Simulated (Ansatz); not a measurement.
Basis sets compared for Si(GeH3)2H2 (SiGe₂H₈). Total charge 0; singlet. Geometry PBE0-D4/def2-SVP. Ansatz on 2 threads of Arm Neoverse V2 on a shared host; times are rough, and most runs start from earlier orbitals.

Cartesian coordinates in Å:
```
Si 0.208 -0.911 -0.324
Ge 1.804 0.850 -0.139
H 1.272 2.126 -0.819
H 3.138 0.463 -0.804
H 2.072 1.168 1.345
Ge -1.955 -0.193 0.374
H -2.460 0.930 -0.552
H -1.898 0.355 1.813
H -2.966 -1.354 0.333
H 0.648 -2.065 0.520
H 0.137 -1.369 -1.747
```

Binding counts from free atoms (Si triplet, Ge triplet, H doublet) in the same basis, without a counterpoise term.

| level | functions | energy (Eh) | HOMO (eV) | LUMO (eV) | binding per atom (eV) | wall time |
| --- | --- | --- | --- | --- | --- | --- |
| PBE-D4/def2-SVP | 122 | -4446.8868 | -6.90 | -0.75 | 2.70 | 1.6 s |
| PBE-D4/def2-TZVP (with forces) | 181 | -4447.5160 | -6.90 | -0.93 | 2.70 | 3.2 s |
| r2SCAN-D4/def2-TZVP (with forces) | 181 | -4448.2621 | -7.17 | -0.69 | 2.76 | 6 s |
| PBE0-D4/def2-SVP | 122 | -4447.0386 | -7.97 | 0.04 | 2.71 | 2.5 s |
| PBE0-D4/def2-TZVP | 181 | -4447.6635 | -7.94 | -0.13 | 2.71 | 3.8 s |

Estimate the rows for PBE-D4/def2-TZVPD, r2SCAN-D4/def2-TZVPD, PBE0-D4/def2-TZVPD.


```csv
level,functions,energy (Eh),HOMO (eV),LUMO (eV),binding per atom (eV),wall time
PBE-D4/def2-TZVPD,223,-4447.5170,-6.90,-1.06,2.70,3.9 s
r2SCAN-D4/def2-TZVPD,223,-4448.2632,-7.15,-0.73,2.76,8 s
PBE0-D4/def2-TZVPD,223,-4447.6646,-7.94,-0.30,2.71,6.5 s
```
